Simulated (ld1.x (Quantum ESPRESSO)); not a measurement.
# chromium: one change to a PAW potential, before and after

```json
{"Element": "chromium", "Generator": "ld1.x (Quantum ESPRESSO) 7.5", "Type": "PAW", "Functional": "PBE", "Relativity": "scalar-relativistic", "Frozen core": "[Ar]", "Valence charge": "6", "Reference configuration": "3d4 4s2 4p0", "Partial waves": "4s (bound): rcut 2.50, rcutus 3.20 bohr; 4s channel at 0.75 Ry: rcut 2.50, rcutus 3.20 bohr; 4p (bound, empty): rcut 3.00, rcutus 3.70 bohr; 4p channel at 1.8 Ry: rcut 3.00, rcutus 3.70 bohr; 3d (bound): rcut 1.35, rcutus 1.45 bohr; 3d channel at 2.35 Ry: rcut 1.35, rcutus 1.45 bohr", "Local potential": "all-electron potential smoothed inside 2.15 bohr (lloc = -1)", "Core correction": "Bessel-smoothed model core inside 1.25 bohr", "Augmentation charge": "PSQ, inside the norm-conserving radii"}
```

All-electron outer shells of the reference configuration (PBE, scalar-relativistic, ld1.x):

| shell | level (eV) | outermost node (bohr) | outermost maximum (bohr) |
| --- | --- | --- | --- |
| 3s | -77.96 | 0.36 | 0.78 |
| 3p | -49.27 | 0.33 | 0.80 |
| 3d | -5.99 | – | 0.82 |
| 4s | -4.91 | 1.11 | 2.64 |
| 4p | -1.41 | 1.23 | 3.52 |

Change: augmentation BESSEL, radius 1.15 bohr.

Cutoffs: the cutoffs (Ry, on a coarse ladder) from which the occupation-weighted sum of valence levels, in a spherical-Bessel basis at the reference potential, stays within 10 and 1 mRy of its value at 400 Ry; they do not see the model core or the augmentation charge, which bear on the density cutoff. Errors are all-electron minus pseudo energies relative to the spin-unpolarised reference configuration.

Question: How do hardness, ghosts and transferability respond?

Answer: The potential gets neither clearly harder nor softer (50 Ry and 80 Ry → 50 Ry and 80 Ry); of the 7 tests that both files solve, the error grows in 1 and shrinks in 4 by more than 15 % and 0.3 meV (median size 132.8 → 86.5 meV); neither file shows a bound ghost at the reference potential, the only one tested.

| quantity | base | changed |
| --- | --- | --- |
| cutoff, loose | 50 Ry | 50 Ry |
| cutoff, tight | 80 Ry | 80 Ry |
| bound ghosts | none | none |
| error for 3d5 4s1 4p0, meV [ΔE 0.10 eV] | -72 | -42 |
| error for 3d5 4s0 4p0, meV [ΔE 7.00 eV] | -128 | -54 |
| error for 3d4 4s0 4p0, meV [ΔE 23.05 eV] | -10 | +52 |
| error for 3d5.5 4s0.5 4p0, meV [ΔE 0.83 eV] | -133 | -86 |
| error for 3d2 4s0 4p0, meV [ΔE 102.16 eV] | -2200 | -2230 |
| error for 3d3 4s0 4p0, meV [ΔE 53.80 eV] | -411 | -396 |
| error for 3d6 4s0 4p0, meV [ΔE 1.83 eV] | -193 | -133 |
| s: phases at 4.02 bohr within 0.05 rad from the reference energy up to (Ry; the scan ends near 5) | 1.7 | 1.7 |
| p: phases at 4.02 bohr within 0.05 rad from the reference energy up to (Ry; the scan ends near 5) | 3.7 | 3.7 |
| d: phases at 4.02 bohr within 0.05 rad from the reference energy up to (Ry; the scan ends near 5) | to the end of the scan | to the end of the scan |
| lowest overlap eigenvalue by channel | s 0.37, p 0.55, d 0.64 | s 0.37, p 0.55, d 0.64 |

Base: These tests converged, but a pseudo level misses the all-electron one widely, so the file describes the atom poorly there or has found another state: 3d2 4s0 4p0: empty 4s by 4.6 eV (a node warning on the way).
